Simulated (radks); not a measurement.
Results of a calculation; reference values are marked as such.
Ionisation of the ytterbium ion Yb3+, [Xe] 4f13, to Yb4+, [Xe] 4f12, under several functionals. Dirac Kohn-Sham, spin-unpolarised, spherical densities, finite nucleus; open shells are shared between the two j in proportion to 2j + 1; a radial shooting solver on a logarithmic mesh with Libxc functionals.

functional                                        E(Yb3+) (hartree)  Exc (hartree)  IE (eV)  -e(HOMO) (eV)  <r> HOMO (bohr)  IE error (eV)
HCTH/407                                                -14080.9840      -302.3064   47.530         36.420           0.7318         +3.920
exchange-only PBE                                       -14068.5978      -289.5022   44.824         33.929           0.7408         +1.214
LDA (Slater exchange, Perdew-Zunger correlation)        -14063.9462      -284.8222   46.643         35.676           0.7384         +3.033
XLYP                                                    -14074.3806      -295.3405   46.118         35.183           0.7397         +2.508
BLYP                                                    -14073.5155      -294.4678   46.090         35.152           0.7396         +2.480
LDA (Slater exchange, VWN5 correlation)                 -14063.9718      -284.8476   46.656         35.688           0.7384         +3.046
PW91                                                    -14074.1193      -295.0957   46.382         35.422           0.7388         +2.772

NIST Atomic Spectra Database: 43.61 eV (semi-empirical). Closest: exchange-only PBE. The Delta-SCF values span 2.71 eV, the total energies 17.04 hartree. The highest occupied level is 4f7/2. Spin polarisation and multiplet splitting are left out, so open shells lie too high by an amount that depends on their filling. Sharing an open shell by 2j + 1 raises it above the true ground level by a part of the spin-orbit splitting, which enters the differences from NIST.

Beside tabulated values, note that spin-unpolarised runs miss the spin-polarisation part of the exchange energy of open shells. No tabulated value is given for the 4+ ions of Nd, Pm and Eu to Yb, where it belongs to another shell than the one emptied here.
